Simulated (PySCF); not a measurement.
## Stretching IrN

Set-up: Ir def2-TZVPP with ECP60, N def2-TZVPP; scalar-relativistic core potentials (PySCF 2.14). Energies in eV from Ir (5d7 6s2) + N in their ground configurations at the same level. State: ¹Σ⁺ (singlet), closed shell.

Curves on a restricted Hartree–Fock reference rise too fast on stretching and do not dissociate correctly.

```csv
R (Å),RHF-CCSD(T),RHF-CCSD
1.423,-3.905,-3.250
1.486,-4.871,-4.144
1.534,-5.254,-4.473
1.581,-5.416,-4.580
1.628,-5.406,-4.517
1.692,-5.197,-4.239
1.771,-4.725,-3.686
1.866,-3.989,-2.856
```

**Question.** Put a parabola through the three lowest points of the RHF-CCSD(T) curve and estimate Re, k and ωe (reduced mass 13.06 u; 1 eV/Å² = 0.16022 mdyn/Å; ωe = 1302.8·√(k/μ) cm⁻¹).

**Answer.** Through R = 1.534, 1.581, 1.628 Å the second-order coefficient is 38.9 eV/Å², so Re ≈ 1.602 Å, k ≈ 12.5 mdyn/Å and ωe ≈ 1273 cm⁻¹. A polynomial fit of higher order to the unrounded RHF-CCSD(T) energies gives Re = 1.601 Å, k = 10.8 mdyn/Å, ωe = 1185 cm⁻¹; anharmonicity and rounding make the difference.

The higher-order fit for each curve: RHF-CCSD(T): Re = 1.601 Å, ωe = 1185 cm⁻¹, De = 5.43 eV; RHF-CCSD: Re = 1.585 Å, ωe = 1238 cm⁻¹, De = 4.58 eV.

Correlated steps freeze 1 core orbital. Spin–orbit coupling is left out, which matters for elements this heavy, above all for dissociation energies. Where the molecule has an RHF reference, its open-shell atoms are computed with UHF. The CCSD T1 diagnostic is raised, a sign that a single reference may not be enough here.
